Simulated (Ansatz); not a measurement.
Ansatz (a program for electronic structure) input file for CH₄Cl₂OSi₂, SMILES Cl[Si]1(Cl)CO[SiH2]1, PBE0-D3(BJ)/def2-SVP. 

Ansatz 0.2 input:
```yaml
crystal:
  periodic: [false, false, false]
  atoms:
    - {symbol: Cl, position_ang: [1.50746774, 0.11297581, 1.69029884]}
    - {symbol: Si, position_ang: [0.29856579, -0.01781784, 0.00000000]}
    - {symbol: Cl, position_ang: [1.50746776, 0.11297581, -1.69029883]}
    - {symbol: C, position_ang: [-0.93139724, -1.51002010, -0.00000000]}
    - {symbol: O, position_ang: [-2.17671571, -0.77414866, 0.00000000]}
    - {symbol: Si, position_ang: [-1.85346252, 0.91182549, -0.00000001]}
    - {symbol: H, position_ang: [-0.85428633, -2.15597800, -0.90224286]}
    - {symbol: H, position_ang: [-0.85428633, -2.15597800, 0.90224287]}
    - {symbol: H, position_ang: [-2.38733370, 1.60399058, 1.22441587]}
    - {symbol: H, position_ang: [-2.38733370, 1.60399057, -1.22441588]}
basis:
  gaussian:
    orbitals: def2-SVP
hamiltonian:
  xc: pbe0
  dispersion: d3bj
relax: {f_tol: 0.002, max_steps: 200}
```

Program output:

```
WARN ansatz: RAYON_NUM_THREADS=1 ignored (pool sized by the plan → 1); use --threads N
Functional definition: PBE0
integrals: 0.08 GiB planned
1213 factors; integrals over basis functions are off by at most 4.4e-4 eV
mean field: 0.69 GiB planned
mean field evaluation 1: about -43914.8309 eV, gradient 4.4e1 eV
mean field evaluation 2: about -43903.3137 eV, gradient 8.6e1 eV
mean field evaluation 4: about -43918.9709 eV, gradient 4.6e0 eV
mean field evaluation 8: about -43919.0327 eV, gradient 5.1e-2 eV
mean field evaluation 16: about -43919.0328 eV, gradient 3.2e-5 eV
mean field -43919.03275712 eV, -1613.9946844347 hartree, gradient 3.2e-5 eV, S^2 0.000000; 0 other end points of the search recorded, 0 dependent functions left out
the calculation of the forces begins
reference -43919.03278490 eV, -1613.9946854556 hartree; 40, 40 occupied and 80, 80 virtual orbitals, 1213 factors
relax step   1: F+E_penalty+E_count = -43919.33501320 eV  Δ(F+E_penalty+E_count) = +0.000e0 eV  max|allowed force component| = 5.409e-1 eV/Å  Δτ_max = 0.0000 Å  (28 SCF iters, accepted)
these checks for a lower state are left out or cut short: starts, cluster_reference, orbital_swaps, neighbouring_geometries, increment
integrals: 0.08 GiB planned
1213 factors; integrals over basis functions are off by at most 4.4e-4 eV
mean field: 0.69 GiB planned
mean field -43919.05180575 eV, -1613.9953844587 hartree, gradient 8.8e-5 eV, S^2 0.000000; 0 other end points of the search recorded, 0 dependent functions left out
the calculation of the forces begins
reference -43919.05183338 eV, -1613.9953854742 hartree; 40, 40 occupied and 80, 80 virtual orbitals, 1213 factors
relax step   2: F+E_penalty+E_count = -43919.35630344 eV  Δ(F+E_penalty+E_count) = -2.129e-2 eV  max|allowed force component| = 2.486e-1 eV/Å  Δτ_max = 0.0240 Å  (27 SCF iters, accepted)
these checks for a lower state are left out or cut short: starts, cluster_reference, orbital_swaps, neighbouring_geometries, increment
integrals: 0.08 GiB planned
1213 factors; integrals over basis functions are off by at most 4.3e-4 eV
mean field: 0.69 GiB planned
mean field -43919.05396463 eV, -1613.9954637962 hartree, gradient 8.5e-5 eV, S^2 0.000000; 0 other end points of the search recorded, 0 dependent functions left out
the calculation of the forces begins
reference -43919.05399225 eV, -1613.9954648113 hartree; 40, 40 occupied and 80, 80 virtual orbitals, 1213 factors
relax step   3: F+E_penalty+E_count = -43919.35895502 eV  Δ(F+E_penalty+E_count) = -2.652e-3 eV  max|allowed force component| = 5.690e-2 eV/Å  Δτ_max = 0.0075 Å  (28 SCF iters, accepted)
these checks for a lower state are left out or cut short: starts, cluster_reference, orbital_swaps, neighbouring_geometries, increment
integrals: 0.08 GiB planned
1213 factors; integrals over basis functions are off by at most 4.3e-4 eV
mean field: 0.69 GiB planned
mean field evaluation 32: about -43919.0543 eV, gradient 2.8e-4 eV
mean field -43919.05426297 eV, -1613.9954747600 hartree, gradient 1.1e-5 eV, S^2 0.000000; 0 other end points of the search recorded, 0 dependent functions left out
the calculation of the forces begins
reference -43919.05429059 eV, -1613.9954757751 hartree; 40, 40 occupied and 80, 80 virtual orbitals, 1213 factors
relax step   4: F+E_penalty+E_count = -43919.35916513 eV  Δ(F+E_penalty+E_count) = -2.101e-4 eV  max|allowed force component| = 1.388e-2 eV/Å  Δτ_max = 0.0035 Å  (25 SCF iters, accepted)
these checks for a lower state are left out or cut short: starts, cluster_reference, orbital_swaps, neighbouring_geometries, increment
integrals: 0.08 GiB planned
1213 factors; integrals over basis functions are off by at most 4.3e-4 eV
mean field: 0.68 GiB planned
mean field -43919.05433071 eV, -1613.9954772494 hartree, gradient 3.9e-5 eV, S^2 0.000000; 0 other end points of the search recorded, 0 dependent functions left out
the calculation of the forces begins
reference -43919.05435834 eV, -1613.9954782646 hartree; 40, 40 occupied and 80, 80 virtual orbitals, 1213 factors
relax step   5: F+E_penalty+E_count = -43919.35917858 eV  Δ(F+E_penalty+E_count) = -1.345e-5 eV  max|allowed force component| = 4.490e-3 eV/Å  Δτ_max = 0.0010 Å  (21 SCF iters, accepted)
these checks for a lower state are left out or cut short: starts, cluster_reference, orbital_swaps, neighbouring_geometries, increment
integrals: 0.08 GiB planned
1213 factors; integrals over basis functions are off by at most 4.3e-4 eV
mean field: 0.68 GiB planned
mean field -43919.05434141 eV, -1613.9954776427 hartree, gradient 1.1e-5 eV, S^2 0.000000; 0 other end points of the search recorded, 0 dependent functions left out
the calculation of the forces begins
reference -43919.05436904 eV, -1613.9954786579 hartree; 40, 40 occupied and 80, 80 virtual orbitals, 1213 factors
relax step   6: F+E_penalty+E_count = -43919.35917917 eV  Δ(F+E_penalty+E_count) = -5.906e-7 eV  max|allowed force component| = 7.604e-4 eV/Å  Δτ_max = 0.0002 Å  (21 SCF iters, accepted)
integrals: 0.08 GiB planned
1213 factors; integrals over basis functions are off by at most 4.3e-4 eV
mean field: 0.68 GiB planned
mean field -43919.05434141 eV, -1613.9954776427 hartree, gradient 1.1e-5 eV, S^2 0.000000; 1 other end points of the search recorded, 0 dependent functions left out
the calculation of the forces begins
reference -43919.05436904 eV, -1613.9954786579 hartree; 40, 40 occupied and 80, 80 virtual orbitals, 1213 factors
Total energy: -43919.35920680 eV, -1614.0066812389 hartree
Atom 0 at     1.492729     0.109443     1.672468 Å, force    -0.000122    -0.000282     0.000116 eV/Å
Atom 1 at     0.289287    -0.017339     0.000000 Å, force    -0.000740     0.000760     0.000000 eV/Å
Atom 2 at     1.492729     0.109443    -1.672468 Å, force    -0.000122    -0.000282    -0.000116 eV/Å
Atom 3 at    -0.930360    -1.498006    -0.000000 Å, force    -0.000137     0.000490     0.000000 eV/Å
Atom 4 at    -2.162410    -0.767886     0.000000 Å, force     0.000499    -0.000297    -0.000000 eV/Å
Atom 5 at    -1.851605     0.900989    -0.000000 Å, force     0.000289    -0.000052     0.000000 eV/Å
Atom 6 at    -0.856276    -2.140085    -0.894246 Å, force     0.000116    -0.000239    -0.000379 eV/Å
Atom 7 at    -0.856276    -2.140085     0.894246 Å, force     0.000116    -0.000239     0.000379 eV/Å
Atom 8 at    -2.374567     1.587670     1.216720 Å, force     0.000051     0.000071     0.000062 eV/Å
Atom 9 at    -2.374567     1.587670    -1.216720 Å, force     0.000051     0.000071    -0.000062 eV/Å
Dipole moment:    -0.076681     0.041809    -0.000000 e Å
```

Self-consistency was reached.

Cost: around 60 core-seconds (rough).
